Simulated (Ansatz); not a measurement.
Calculated with Ansatz (gas phase, PBE0-D4/def2-TZVP geometries, no zero-point term in ΔE). CCSD(T)/CBS is the MP2 limit (def2-TZVPP, def2-QZVPP) plus CCSD(T) − MP2 in def2-TZVPP, frozen cores. This one scheme is used for every species. DFT in def2-TZVPP. Each species was taken in one conformer, which may not be the lowest.

Consider the silylene formation by 1,1-elimination: `O[SiH](Cl)[Si](O)(Cl)Cl` → `O[Si](O)(Cl)Cl` + `[SiH]Cl`.

```json
{"level": "ωB97M-V", "ΔE (kJ/mol)": "169.6"}
{"level": "r2SCAN", "ΔE (kJ/mol)": "193.5"}
{"level": "PBE0", "ΔE (kJ/mol)": "184.5"}
{"level": "CCSD(T)/def2-TZVPP", "ΔE (kJ/mol)": "170.8"}
```

What does CCSD(T)/CBS give? (An estimate is asked.)

The calculation gave: +179.4 kJ/mol. The listed levels differ from it by -9.8, 14.1, 5.1, -8.6 kJ/mol.

Largest T1 diagnostic among the species: 0.013.

The D4 term adds +22.0 kJ/mol with B3LYP and +12.6 kJ/mol with PBE0; it sums over pairs of atoms, weighted by their polarisabilities, and B3LYP, whose exchange is more repulsive, gets the larger term. From PBE to PBE0 (25 % exact exchange), in def2-TZVPP and without D4, ΔE moves by +6.3 kJ/mol. In def2-TZVPP, CCSD(T) changes the Hartree–Fock value by +19.4 kJ/mol (the triples alone add +4.9 kJ/mol) and MP2 by +35.7 kJ/mol.

B3LYP here is the variant with VWN-RPA as its local correlation; programs differ in this.
